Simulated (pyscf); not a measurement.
## HN=N–SiH₃, singlet

Gas-phase minimum from PySCF at ωB97X-D3(BJ)/def2-SVP, one conformer. HN=N–SiH₃ lies 71.5 kcal/mol over its isomer H₂N–Si:–NH₂ [singlet], and others may lie lower still (electronic energy, ωB97M-D3(BJ)). 

```
Si
H 1 1.4852
H 1 1.4852 2 110.61
H 1 1.4999 2 111.24 3 124.14
N 1 1.8048 2 107.56 3 -117.20
N 5 1.2355 1 123.06 2 -120.51
H 6 1.0548 5 112.11 1 0.02
```
Charge 0, spin multiplicity 1.

Properties at ωB97X-D3(BJ)/def2-SVP:

```
Item                                                                                                                                                                                                 Result
---------------------------------------------------------------------------------------------------------------------  ------------------------------------------------------------------------------------
Harmonic wavenumbers, unscaled                                                                                         170, 295, 610, 639, 740, 881, 943, 949, 953, 1506, 1762, 2212, 2294, 2298, 3044 cm⁻¹
Zero-point energy                                                                                                                                                                             27.6 kcal/mol
Rotational symmetry number                                                                                                                                                                                1
Entropy of this conformer at 298 K and 1 atm, rigid rotor and harmonic oscillator, modes under 100 cm⁻¹ raised to 100                                                                       279.0 J/(mol K)
Dipole moment                                                                                                                                                                                        2.74 D
```

Single-point totals, which compare only within one level (frozen core for MP2 and CC):

| level | total energy (hartree) |
|---|---|
| ωB97X-D3(BJ)/def2-TZVP | -401.44486 |
| PBE/def2-TZVP | -401.10676 |
| r²SCAN/def2-TZVP | -401.29456 |
| B3LYP-D3(BJ)/def2-TZVP | -401.42089 |
| PBE0-D3(BJ)/def2-TZVP | -401.13605 |
| M06-2X/def2-TZVP | -401.31363 |
| ωB97M-D3(BJ)/def2-TZVP | -401.45802 |
| HF/def2-TZVPP | -400.14832 |
| MP2/def2-TZVPP | -400.67578 |
| CCSD/def2-TZVPP | -400.70587 |
| CCSD(T)/def2-TZVPP | -400.73049 |

Soft torsions are taken as harmonic, which can shift the entropy by several J/(mol K). The CCSD(T) − MP2 part came from Ansatz, without density fitting, on the same reference.
